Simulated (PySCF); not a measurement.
HBr: frontier orbitals

B97-3 at R = 1.422 Å; basis H 6-31G(d,p), Br 6-31G(d,p); no relativity; PySCF 2.14. State: ¹Σ⁺ (singlet), closed shell. Only the outer orbitals are listed, counted within each symmetry.

```csv
orbital,occ.,ε (eV),on H (%),main shells (%)
7σ,2,-22.34,9,"89 Br s, 9 H s"
8σ,2,-12.61,33,"58 Br p, 32 H s, 9 Br s"
4π,2,-8.76,0,100 Br p
4π,2,-8.76,0,100 Br p
9σ,0,0.33,62,"62 H s, 35 Br p"
```

**Question.** Which are the highest filled and the lowest empty level, where do they sit, and how wide is the gap?

**Answer.** Highest filled 4π at -8.76 eV (in %: 100 Br p); lowest empty 9σ at 0.33 eV (in %: 62 H s, 35 Br p); the gap at B97-3 is 9.09 eV. An empty level above zero is unbound, and its energy depends on the basis.

```
bond order (Mayer)                              : 0.97
⟨S²⟩                                            : 0.000
charge on H (Mulliken, basis-dependent)         : 0.15
charge on H (Löwdin, basis-dependent)           : 0.11
dipole moment (positive dipole means H(−)Br(+)) : -1.11 D
```
